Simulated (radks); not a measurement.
Task: The table gives one normalised radial function P(r) = r R(r) (large component) of Eu3+ in [Xe] 4f6 (r in bohr). Method: Dirac Kohn-Sham, exchange-only B88, spin-unpolarised, spherical densities, point nucleus; open shells fill j = l - 1/2 first; computed with a radial shooting solver on a logarithmic mesh with Libxc functionals.

r	P
0.001836	0.0059
0.002429	0.0084
0.003214	0.0121
0.004253	0.0177
0.005582	0.0257
0.007386	0.0379
0.009773	0.0557
0.01293	0.0806
0.01697	0.1126
0.02246	0.1526
0.02971	0.1942
0.03932	0.2239
0.0516	0.2196
0.06828	0.1536
0.09034	0.0107
0.1195	-0.1793
0.1569	-0.3160
0.2076	-0.2754
0.2747	0.0030
0.3634	0.3633
0.4809	0.4833
0.6312	0.1788
0.8351	-0.4023
1.105	-0.8590
1.462	-0.9265
1.919	-0.6711
2.539	-0.3290
3.36	-0.1044
4.445	-0.0193

Which n and l does it have? It may be an empty orbital.

Result: n = 5, l = 1: the number of nodes gives n - l - 1 = 3, the rise at small r points to l (for j = l - 1/2 the large component starts as r^gamma with gamma = sqrt(l^2 - (Z/c)^2) = 0.89 and the r^(l+1) term takes over further out; the orbital of l - 1 with the same j starts with the same power, but with a larger coefficient, and does not steepen), and the extent must fit the shell. The curve is that of 5p1/2; the two j differ most near the nucleus, where j = l - 1/2 has the larger amplitude, and in heavy atoms j = l - 1/2 is also the more compact. 5p1/2: eigenvalue -52.551 eV, 3 radial nodes at r = 0.0919, 0.274, 0.692 bohr, <r> = 1.50 bohr, 90 % of the charge inside 2.19 bohr.
